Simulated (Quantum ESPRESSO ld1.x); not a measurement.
Values are calculated unless marked as measured or tabulated.
Task: The aim is neutral barium in [Xe] 6s2. What will ld1.x (Quantum ESPRESSO 7.5) do with this input?

```
 &input
    zed=56.0,
    iswitch=1,
    rel=0,
    lsd=1,
    dft='PW',
    config='[Xe] 6s2',
    dx=0.06,
    prefix='ld1',
    max_out_wfc=37,
    file_charge='ld1.rho',
 /
```

Result: Inaccurate. The radial step is too large to integrate the orbitals; the run ends without a warning, but the energy is off by -0.00258 hartree against the default mesh.

Output (excerpt):

```
     Program LD1 v.7.5 starts

     --------------------------- All-electron run ----------------------------

     atomic number is 56.00
     dft =PW   lsd =1 sic =0 latt =0  beta=0.20 tr2=1.0E-14
     Exchange-correlation= PW
                           (   1   4   0   0   0   0   0)
     mesh = 261 r(mesh) =  96.99392 a.u. xmin = -7.00 dx = 0.06000
     1 Ry =  13.60569312 eV

     n l     nl                  e(Ry)          e(Ha)          e(eV)
     1 0     1S 1( 1.00)     -2611.4866     -1305.7433    -35531.0848
     2 0     2S 1( 1.00)      -401.6887      -200.8444     -5465.2535
     2 1     2P 1( 3.00)      -379.1966      -189.5983     -5159.2325
     3 0     3S 1( 1.00)       -84.7185       -42.3593     -1152.6543
     3 1     3P 1( 3.00)       -75.0734       -37.5367     -1021.4253
     4 0     4S 1( 1.00)       -16.5136        -8.2568      -224.6796
     4 1     4P 1( 3.00)       -12.9947        -6.4973      -176.8018
     3 2     3D 1( 5.00)       -57.0573       -28.5286      -776.3036
     5 0     5S 1( 1.00)        -2.3140        -1.1570       -31.4833
     5 1     5P 1( 3.00)        -1.3969        -0.6985       -19.0059
     4 2     4D 1( 5.00)        -6.8643        -3.4321       -93.3932
     6 0     6S 1( 1.00)        -0.2381        -0.1190        -3.2389
     1 0     1S 2( 1.00)     -2611.4866     -1305.7433    -35531.0848
     2 0     2S 2( 1.00)      -401.6887      -200.8444     -5465.2535
     2 1     2P 2( 3.00)      -379.1966      -189.5983     -5159.2325
     3 0     3S 2( 1.00)       -84.7185       -42.3593     -1152.6543
     3 1     3P 2( 3.00)       -75.0734       -37.5367     -1021.4253
     4 0     4S 2( 1.00)       -16.5136        -8.2568      -224.6796
     4 1     4P 2( 3.00)       -12.9947        -6.4973      -176.8018
     3 2     3D 2( 5.00)       -57.0573       -28.5286      -776.3036
     5 0     5S 2( 1.00)        -2.3140        -1.1570       -31.4833
     5 1     5P 2( 3.00)        -1.3969        -0.6985       -19.0059
     4 2     4D 2( 5.00)        -6.8643        -3.4321       -93.3932
     6 0     6S 2( 1.00)        -0.2381        -0.1190        -3.2389

     final scf error:  6.5E-15 reached in  30 iterations

     Etot =  -15760.183432 Ry,   -7880.091716 Ha, -214428.219337 eV
     Total magnetization:    0.00 Bohr mag.

     Ekin =   15752.440990 Ry,    7876.220495 Ha,  214322.878050 eV
     Encl =  -37337.695827 Ry,  -18668.847914 Ha, -508005.231342 eV
     Eh   =    6196.212576 Ry,    3098.106288 Ha,   84303.766828 eV
     Exc  =    -371.141171 Ry,    -185.570585 Ha,   -5049.632873 eV
```

Run on one thread of a shared host, so times are rough (Intel(R) Xeon(R) Processor @ 2.60GHz): 0.24 s of CPU time, 0.86 s wall, 30 iterations on 261 mesh points.
